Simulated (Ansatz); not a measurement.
Coupled-cluster diagnostics for ZnCu2⁻, Ansatz.

Geometry of the doublet (r2SCAN-D4/def2-TZVPD):

Cartesian coordinates in Å:
```
Cu 0.607 0.622 1.068
Cu 0.678 -1.125 -0.436
Zn -1.285 0.503 -0.632
```

Correlated methods freeze 27 core orbitals. The structure comes from a short search, and lower isomers may exist.

Geometry of the charge -1 quartet (r2SCAN-D4/def2-TZVPD):

Cartesian coordinates in Å:
```
Cu -0.863 -0.788 0.701
Cu 1.055 0.592 0.628
Zn -0.192 0.196 -1.329
```

Q: Estimate the CCSD(T) correlation energy, the shares of MP2 and (T), T1 and the reference's ⟨S²⟩ for: charge -1, doublet, own geometry in def2-TZVPD; charge -1, quartet, own geometry in def2-TZVPD; and the rough time on 4 threads of Arm Neoverse V2 on a shared host.

A: 
| state | basis | correlation (eV) | MP2 share (%) | (T) share (%) | T1 | ⟨S²⟩ (pure) | wall time | remarks |
| --- | --- | --- | --- | --- | --- | --- | --- | --- |
| charge -1, doublet, own geometry | def2-TZVPD | -32.700 | 107.4 | 4.2 | 0.051 | 1.24 (0.75) | 28 s | large T1, spin-contaminated |
| charge -1, quartet, own geometry | def2-TZVPD | -32.175 | 108.5 | 4.0 | 0.032 | 3.84 (3.75) | 28 s | – |
Customary marks for T1 are 0.02 (closed shells), 0.045 (open shells) and about 0.05 (3d metals). T1 exceeds 0.02 in 2 of 2 rows and 0.045 in 1; the higher it lies, the less the single-reference result can be trusted.
